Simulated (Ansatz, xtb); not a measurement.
## Isomers of GeH7NSi2 in order of energy

3 gas-phase structures of GeH7NSi2, from a drawn sample of its isomers (lower ones may exist). Each was relaxed with GFN2-xTB; where two conformers were screened, the lower at r2SCAN-D4/def2-SVP is listed:

A. `[SiH3][N]([SiH3])[GeH]`, a singlet
B. `[SiH3][NH][Ge][SiH3]`, a singlet
C. `[SiH3]N[SiH2][GeH]`, a singlet

Question: Make a reasoned guess at their ranking by r2SCAN-D4/def2-SVP single-point energy.

Answer: Calculated order at r2SCAN-D4/def2-SVP: A (0.0), B (24.8), C (67.1) kJ/mol.

Energies above the lowest of each column, in kJ/mol; the last columns are at PBE0-D4/def2-SVP geometries and were run for some of them only (a dash: not run or not comparable):

```tsv
structure	GFN2-xTB	HF/STO-3G	r2SCAN-D4/def2-SVP	PBE0-D4/def2-SVP	CCSD(T)/def2-SVP + ΔMP2/def2-TZVPP
A	0.0	8.7	0.0	0.0	0.0
B	79.3	0.0	24.8	24.6	43.8
C	88.8	117.8	67.1	–	–
```

CCSD(T)/def2-SVP + ΔMP2/def2-TZVPP puts A lowest of those it was run on; HF/STO-3G picks B. Some further structures that were screened fall inside this span and aren't listed. Flexible structures stand in one conformer each, not always the lowest. B keeps a small imaginary mode. Frequencies (GFN2-xTB) were run for A, B alone. ΔMP2 is the change of the MP2 energy from the smaller to the larger basis.

Programs: Ansatz 0.2.0, xtb 6.7.1.
